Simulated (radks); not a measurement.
Fractional charge and spin in the 5p shell of mercury: the spin-up occupation runs from 2 to 3 and the spin-down occupation from 2 to 3; the fullest corner is Hg2+, [Kr] 4d10 4f14 5s2 5d10 5p(up 3, down 3). Calculated with a radial shooting solver on a logarithmic mesh with Libxc functionals: scalar-relativistic Kohn-Sham, LDA (Slater exchange, Perdew-Wang correlation), spin-polarised, spherical densities, point nucleus. Energy (eV) minus the two flat planes that join the four corners (they meet along the diagonal where the two added fractions sum to one electron); zero is where a piecewise linear energy would lie.

down \ up,2,2.5,3
2,0.000,-2.147,0.000
2.5,-2.147,0.215,-2.001
3,0.000,-2.001,0.000

Corners above the fullest one (they belong to Hg3+ and the next ion): (up 3, down 2) 93.917 eV, (up 2, down 3) 93.917 eV, (up 2, down 2) 205.30 eV. With half an added electron in each spin the energy lies 0.215 eV from the planes, and with half an added electron in spin up alone -2.147 eV. The planes are only a guide here: the flat-plane condition holds for ground states with one frontier orbital, while this shell lies below other occupied shells, so the corners above the fullest one are inner-hole states and not the ground states of those ions.
